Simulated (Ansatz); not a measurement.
Correlation energies of FH5O3Si2 (`O[SiH](O)[SiH](O)F`) by basis set

```xyz
11

O    -0.404   -0.822   -2.036
Si    0.277    0.224   -0.964
O    -0.720    1.484   -0.563
Si    0.591   -0.666    1.193
O    -0.696   -0.185    2.084
F     1.957   -0.079    1.793
H    -1.163   -1.334   -1.750
H     1.480    0.714   -1.681
H    -0.918    2.144   -1.230
H     0.673   -2.138    1.331
H    -1.078    0.658    1.826
```

The species carries charge 0 and has multiplicity 1. Geometry: relaxed with PBE0-D4/def2-TZVP. It is one conformer, not always the lowest. Frozen core, restricted reference, the Gaussian-basis code of Ansatz. CBS rows extrapolate triple and quadruple zeta; past MP2 they add the triple-zeta difference.

```json
{"basis": "def2-SVP", "HF (Eh)": "-904.55464", "MP2 corr.": "-0.92967", "CCSD corr.": "-0.96736", "(T)": "-0.01950", "CCSD(T) total": "-905.54150"}
{"basis": "def2-TZVPP", "HF (Eh)": "-905.20566", "MP2 corr.": "-1.20591", "CCSD corr.": "-1.23304", "(T)": "-0.04169", "CCSD(T) total": "-906.48039"}
{"basis": "def2-QZVPP", "HF (Eh)": "-905.24038", "MP2 corr.": "-1.30996", "CCSD corr.": "–", "(T)": "–", "CCSD(T) total": "–"}
{"basis": "CBS(def2)", "HF (Eh)": "-905.24516", "MP2 corr.": "-1.38703", "CCSD corr.": "-1.41415", "(T)": "as TZ", "CCSD(T) total": "-906.70100"}
```
